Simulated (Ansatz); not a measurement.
Cost and result for the atomization energy of C₆H₉ClO₆Si, SMILES `CC(=O)O[Si](Cl)(OC(C)=O)OC(C)=O` (23 atoms, 22 bonds).

```
atom   x (Å)   y (Å)   z (Å)
  C1  -1.921   2.831  -1.734
  C2  -1.044   1.630  -1.844
  O3  -1.056   0.824  -2.729
  O4  -0.198   1.533  -0.790
 Si5   0.854   0.288  -0.563
 Cl6   2.426   0.447  -1.811
  O7   1.313   0.562   0.993
  C8   2.012  -0.324   1.744
  C9   2.222   0.180   3.132
 O10   2.391  -1.372   1.308
 O11   0.206  -1.198  -0.823
 C12  -0.883  -1.650  -0.158
 C13  -1.261  -3.024  -0.593
 O14  -1.441  -0.987   0.670
 H15  -2.578   2.891  -2.598
 H16  -1.305   3.729  -1.662
 H17  -2.508   2.767  -0.815
 H18   2.795  -0.543   3.706
 H19   1.251   0.354   3.602
 H20   2.742   1.139   3.100
 H21  -1.465  -3.018  -1.666
 H22  -0.419  -3.699  -0.426
 H23  -2.134  -3.362  -0.041
```

Total charge 0; spin multiplicity 1. All single points use the PBE0-D4/def2-TZVP geometry. It is one conformer, not always the lowest. Program: Ansatz. All runs use 10 threads of an AMD EPYC 7R13 on a shared host and a whole NVIDIA H100 80 GB. Times are those of one run each, without the atoms' runs, and a repeat can differ threefold. Electronic energies, without spin–orbit coupling; frozen cores. CCSD(T)/CBS adds CCSD(T) − MP2 in def2-TZVPP to the MP2 limit, and its time is that of the two runs behind it. T1 = 0.015. B3LYP takes the VWN-RPA correlation (the form of Gaussian; ORCA's B3LYP/G).

CCSD(T)/CBS is a level of theory with its own doubt, some kJ/mol a heavy atom from the limit and from the frozen cores, so smaller differences don't rank the functionals.

```json
{"level": "revPBE-D4/def2-TZVPP", "functions": "582", "wall time": "2.3 s", "atomization (kJ/mol)": "10374.0", "difference from CCSD(T)/CBS": "37.9", "per bond": "1.7"}
{"level": "BHLYP-D4/def2-TZVPP", "functions": "582", "wall time": "2.4 s", "atomization (kJ/mol)": "9893.0", "difference from CCSD(T)/CBS": "-443.1", "per bond": "-20.1"}
{"level": "PBE0-D4/def2-TZVPP", "functions": "582", "wall time": "2.6 s", "atomization (kJ/mol)": "10394.0", "difference from CCSD(T)/CBS": "57.9", "per bond": "2.6"}
{"level": "PBE-D4/def2-TZVPP (with forces)", "functions": "582", "wall time": "2.8 s", "atomization (kJ/mol)": "10692.3", "difference from CCSD(T)/CBS": "356.2", "per bond": "16.2"}
{"level": "r2SCAN-D4/def2-TZVPP (with forces)", "functions": "582", "wall time": "2.8 s", "atomization (kJ/mol)": "10421.0", "difference from CCSD(T)/CBS": "84.9", "per bond": "3.9"}
{"level": "CAM-B3LYP-D4/def2-TZVPP", "functions": "582", "wall time": "2.9 s", "atomization (kJ/mol)": "10386.5", "difference from CCSD(T)/CBS": "50.4", "per bond": "2.3"}
{"level": "B3LYP-D4/def2-TZVPP (with forces)", "functions": "582", "wall time": "2.9 s", "atomization (kJ/mol)": "10312.5", "difference from CCSD(T)/CBS": "-23.6", "per bond": "-1.1"}
{"level": "B97M-V/def2-TZVPP", "functions": "582", "wall time": "3.2 s", "atomization (kJ/mol)": "10378.3", "difference from CCSD(T)/CBS": "42.2", "per bond": "1.9"}
{"level": "B2PLYP/def2-TZVPP", "functions": "582", "wall time": "3.5 s", "atomization (kJ/mol)": "10227.1", "difference from CCSD(T)/CBS": "-109.0", "per bond": "-5.0"}
{"level": "CCSD(T)/def2-SVP", "functions": "249", "wall time": "4.7 s", "atomization (kJ/mol)": "9788.9", "difference from CCSD(T)/CBS": "-547.2", "per bond": "-24.9"}
{"level": "MP2/def2-QZVPP", "functions": "1094", "wall time": "6.5 s", "atomization (kJ/mol)": "10567.5", "difference from CCSD(T)/CBS": "231.4", "per bond": "10.5"}
{"level": "CCSD(T)/def2-TZVPP", "functions": "582", "wall time": "87 s", "atomization (kJ/mol)": "10047.7", "difference from CCSD(T)/CBS": "-288.4", "per bond": "-13.1"}
{"level": "CCSD(T)/CBS(def2)", "functions": "–", "wall time": "93 s", "atomization (kJ/mol)": "10336.1", "difference from CCSD(T)/CBS": "0.0", "per bond": "0.0"}
```

At CCSD(T), def2-SVP lies −547.2 kJ/mol from the extrapolated value and def2-TZVPP −288.4 kJ/mol: correlation converges slowly with the basis, and small sets miss more of it in the bonded molecule than in its fragments. The D4 term adds +112.4 kJ/mol with B3LYP and +61.8 kJ/mol with PBE0; it sums over pairs of atoms, weighted by their polarisabilities, and B3LYP, whose exchange is more repulsive, gets the larger term. From r2SCAN to r2SCAN0 (25 % exact exchange), in def2-TZVPP and without D4, the atomization energy moves by −257.2 kJ/mol: exact exchange takes away binding that semilocal exchange gives to molecules.
